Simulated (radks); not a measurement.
Results of a calculation; reference values are marked as such.
Neutral tungsten inside a hard spherical wall (all orbitals vanish at R), configuration held at [Xe] 4f14 5d4 6s2 and not refilled when levels cross. Level of theory: scalar-relativistic Kohn-Sham, LDA (Slater exchange, Perdew-Wang correlation), spin-polarised, spherical densities, finite nucleus; open shells are filled with parallel spins first (spin-orbit coupling, left out, can overturn this in heavy ions); Fermi nuclear charge, rms radius 5.3658 fm (a radial shooting solver on a logarithmic mesh with Libxc functionals). Eigenvalues in eV for spin up, with the zero of energy where the potential of the charges vanishes at infinity; a dash marks a level that is unbound or too diffuse for the functional's potential to be trusted. A positive occupied level is held by the wall or, in an anion where self-interaction has pushed it up, behind a barrier. The pressure on the wall is -dE/dV.

| R (bohr) | E (hartree) | kinetic (hartree) | e(5p) | e(4f) | e(6s) | e(5d) | e(6p, empty) | e(7s, empty) | pressure (GPa) |
|---|---|---|---|---|---|---|---|---|---|
| free | -16130.6550 | 17762.610 | -43.956 | -33.320 | -6.398 | -5.420 | -1.681 | -0.063 | 0 |
| 20 | -16130.6550 | 17762.610 | -43.956 | -33.320 | -6.398 | -5.420 | -1.681 | 0.029 | < 0.0001 |
| 7 | -16130.6408 | 17762.721 | -43.406 | -32.756 | -5.928 | -4.925 | -0.601 | 6.655 | 0.823 |
| 4 | -16130.0434 | 17765.416 | -36.596 | -25.250 | 2.927 | 1.653 | 13.014 | 47.992 | 122 |
| 3 | -16127.9949 | 17773.239 | -26.503 | -13.271 | 24.804 | 13.687 | 42.590 | 119.17 | 1120 |
| 2.5 | -16124.2921 | 17786.931 | -14.513 | 0.736 | 57.650 | 29.463 | 83.395 | 207.08 | 4480 |
| 2 | -16112.8551 | 17826.998 | 13.906 | 30.186 | 141.00 | 67.107 | 179.90 | 399.36 | 23500 |
